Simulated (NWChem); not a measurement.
System meant: FeCl$_{2}$, quintet; SMILES [Cl][Fe][Cl]

Input file for NWChem:

```
start job
memory heap 200 mb stack 900 mb global 1100 mb
geometry units angstroms noautoz
  Fe     0.000000     0.000000    -0.102574
  Cl     2.131201     0.000000    -0.103548
  Cl    -2.131201     0.000000    -0.103548
end
basis spherical
  Fe library def2-svp
  Cl library def2-svp
end
dft
  odft
  mult 5
  xc pbe0
  iterations 4
  mulliken
end
task dft energy
```

End of the output:

```
     --------------------------
     Expectation value of S2:
     --------------------------
      <S2> =      6.0123 (Exact =     6.0000)

 center of mass
 --------------
 x =   0.00000000 y =   0.00000000 z =   0.00000000

 moments of inertia (a.u.)
 ------------------
        1134.378116613912           0.000000000000           0.000000000000
           0.000000000000           0.000000000000           0.000000000000
           0.000000000000           0.000000000000        1134.378116613912

     Multipole analysis of the density
     ---------------------------------

     L   x y z        total         alpha         beta         nuclear
     -   - - -        -----         -----         ----         -------
     0   0 0 0     -0.000000    -32.000000    -28.000000     60.000000

     1   1 0 0     -0.000000     -0.000000     -0.000000      0.000000
     1   0 1 0     -0.000000     -0.000000     -0.000000      0.000000
     1   0 0 1     -0.000000     -0.000000     -0.000000      0.000000

     2   2 0 0    -28.351935    -15.154578    -13.197357      0.000000
     2   1 1 0      0.000000      0.000000      0.000000      0.000000
     2   1 0 1     -0.000000     -0.000000     -0.000000      0.000000
     2   0 2 0    -37.812244   -297.378003   -291.908710    551.474469
     2   0 1 1      0.000000      0.000000      0.000000      0.000000
     2   0 0 2    -28.351935    -15.154578    -13.197357      0.000000

 ------------------------------------------------------------------------
 dft energy failed                                                                                  0
 ------------------------------------------------------------------------
 ------------------------------------------------------------------------
  current input line :
    19: task dft energy
 ------------------------------------------------------------------------
 ------------------------------------------------------------------------
 This type of error is most commonly associated with calculations not reaching convergence criteria
 ------------------------------------------------------------------------
 For more information see the NWChem manual at https://nwchemgit.github.io

0:dft energy failed:Received an Error in Communication
```

Q: Find the fault in this run and fix the input.

A: Convergence was not reached. Cause: the SCF was allowed too few iterations. This input runs:
```
start job
memory heap 200 mb stack 900 mb global 1100 mb
geometry units angstroms noautoz
  Fe     0.000000     0.000000    -0.102574
  Cl     2.131201     0.000000    -0.103548
  Cl    -2.131201     0.000000    -0.103548
end
basis spherical
  Fe library def2-svp
  Cl library def2-svp
end
dft
  odft
  mult 5
  xc pbe0
  iterations 150
  mulliken
end
task dft energy
```
It converges to -2183.22888 Ha (PBE0/def2-SVP, spin-unrestricted).
